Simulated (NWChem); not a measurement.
# BH$_{3}$SO; SMILES B(O)S

```xyz
6

B     -0.5664    -0.5966     0.0000
H     -1.7490    -0.7370     0.0000
O      0.2006    -1.7140     0.0000
H      1.1558    -1.5513     0.0000
S      0.0286     1.1301     0.0000
H      1.3634     0.9017     0.0000
```
Atoms are numbered in this order, from 1.

Results from NWChem. Medium grid unless said otherwise, to which SCAN and Minnesota functionals are sensitive. Coordinates come from a B3LYP/6-31G* (spherical d) optimisation.

### Question
Predict the results for M06-L/def2-SVP. Quantities: highest occupied level (eV); orbital gap (eV); dipole (D).

### Answer
```
Item                         Value
---------------------------  -----
highest occupied level (eV)  -6.81
orbital gap (eV)              6.43
dipole (D)                    2.41
```
